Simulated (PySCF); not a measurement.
CH3Cl2F3Ga2O.
Structure used (PBE0-D3(BJ)/def2-SVP), in Å, numbered top down from 1:
```xyz
12
CH3Cl2F3Ga2O angstrom
F      2.4150   -1.2087    0.7039
C      2.4957    0.0124    0.1165
F      3.1845    0.8003    0.9313
F      3.2320   -0.1622   -0.9925
O      1.3049    0.5059   -0.1421
Ga    -0.0545   -0.5822   -0.7056
Cl    -1.3142   -0.9684    1.2116
Ga    -2.9178    0.6607    0.5127
Cl    -1.5902    0.9670   -1.4683
H      0.1083   -1.8220   -1.6069
H     -2.6679    1.9199    1.3796
H     -4.1564   -0.1511    0.0509
```

Computed, not measured: TDDFT CAM-B3LYP/def2-SVPD, vertical, gas phase, core orbitals frozen in the response (PySCF). Relativistic effects, spin–orbit coupling among them, are left out although an element past zinc is present.

Each state is given a Gaussian of 0.25 eV full width at half maximum, with ε(max) = 2.175×10⁸ f / Δν̃ (Δν̃ the width in cm⁻¹). The width is an assumption, not a result. The curve ends short of the highest state used, and states not computed would add to its high-energy end.

```tsv
λ (nm)	ε (L mol⁻¹ cm⁻¹)
161.9	4121
162.8	2880
163.7	1765
164.6	963
165.6	471
166.5	322
167.4	382
168.3	593
169.2	895
170.1	1204
171.0	1422
171.9	1476
172.8	1350
173.7	1093
174.6	786
175.5	504
176.4	290
177.3	151
178.2	73
179.1	36
180.0	22
180.9	18
181.8	18
182.7	19
183.6	18
184.5	16
185.4	13
186.3	9
187.2	6
188.2	4
189.1	2
190.0	1
190.9	0
191.8	0
192.7	0
193.6	0
```

(1) Where are the band maxima, and which computed states make them?

(2) Coming from long wavelengths, where does ε first pass 100 L mol⁻¹ cm⁻¹?

Results:

(1) 183 nm (6.79 eV), ε about 19, made up of S1 (98%) (hardly more than a shoulder); 172 nm (7.22 eV), ε about 1500, made up of S2 (100%) (ε in L mol⁻¹ cm⁻¹; maxima over ε = 5, shares over 10%). At its high-energy end, 7.66 eV, the curve is still rising (ε about 4200, from S4). The states used: S1 6.78 eV (f 0.0002); S2 7.22 eV (f 0.014); S3 7.65 eV (f 0.0029); S4 7.73 eV (f 0.043); S5 7.87 eV (f 0.014); S6 8.02 eV (f 0.023); S7 8.11 eV (f 0.030); S8 8.14 eV (f 0.0017); S9 8.23 eV (f 0.020); S10 8.26 eV (f 0.077).

(2) At about 178 nm (6.97 eV), 0.19 eV above S1.

All these states lie below the vertical ionisation energy of 11.46 eV (ΔSCF).

One conformer stands for the species.
